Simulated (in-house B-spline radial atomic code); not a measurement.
# Ionising Ne VIII (Ne7+) with different functionals

Computed with a radial B-spline atomic code at the basis-set limit: non-relativistic Hamiltonian, point nucleus, spin-polarised at highest spin, spherical fractional occupations for the functionals, the average over the highest-spin determinants for Hartree-Fock. The ionisation energy is the difference of two self-consistent energies, [He] 2s1 → 1s2, without Breit or QED terms; ε is the level of the shell that loses the electron (its least bound occupied spin orbital).

| method | rung | ΔSCF (eV) | -ε(2s) (eV) |
| --- | --- | --- | --- |
| Hartree-Fock | Hartree-Fock | 238.65 | 238.66 |
| HF fractional | Hartree-Fock | 238.65 | 238.66 |
| LDA VWN5 | LDA | 238.25 | 224.94 |
| LDA PW92 | LDA | 238.25 | 224.94 |
| LDA exchange-only | LDA | 237.18 | 223.84 |
| PBE | GGA | 239.56 | 225.97 |
| PBEsol | GGA | ? | ? |
| BLYP | GGA | 239.96 | 225.98 |
| RPBE | GGA | 239.74 | 226.08 |
| PW91 | GGA | 239.71 | 226.11 |
| BP86 | GGA | 239.09 | 225.95 |
| AM05 | GGA | 238.25 | 225.09 |
| OLYP | GGA | 239.89 | 226.17 |
| TPSS | meta-GGA | 239.36 | 226.47 |
| SCAN | meta-GGA | 238.55 | 226.80 |
| r2SCAN | meta-GGA | 238.46 | 226.73 |
| M06-L | meta-GGA | 237.43 | 226.75 |
| revTPSS | meta-GGA | 239.15 | 226.52 |
| PBE0 | global hybrid | 239.40 | 229.27 |
| B3LYP | global hybrid | 239.85 | 228.70 |
| TPSSh | global hybrid | 239.31 | 227.73 |
| M06-2X | global hybrid | 239.61 | 232.73 |
| BHandHLYP | global hybrid | 239.71 | 232.51 |
| r2SCAN0 | global hybrid | 238.60 | 229.80 |
| B97-1 | global hybrid | 239.16 | 228.65 |
| HSE06 | range-separated hybrid | 239.39 | 228.84 |
| wB97X | range-separated hybrid | 237.19 | 231.52 |
| CAM-B3LYP | range-separated hybrid | 239.72 | 230.66 |
| LC-wPBE | range-separated hybrid | ? | ? |

(1) What does LC-wPBE give?

(2) What does PBEsol give?

(3) Among the functionals, which spreads more, the ΔSCF values or the orbital energies?

(4) How do they compare with the NIST value?

## Answers

(1) ΔSCF 239.65 eV, and -ε(2s) = 231.81 eV.

(2) ΔSCF 238.74 eV, and -ε(2s) = 225.42 eV.

(3) The orbital energies: ΔSCF values span about 2.78 eV and the orbital energies 8.89 eV.

(4) NIST lists 239.097 eV ± 0.0019 (semi-empirical, ground level to ground level). Errors run from -1.92 to +0.86 eV; BP86 is closest (-0.00 eV), but part of that can be cancellation, since the calculations leave out relativity, Breit-QED terms. Hartree-Fock also lacks correlation.
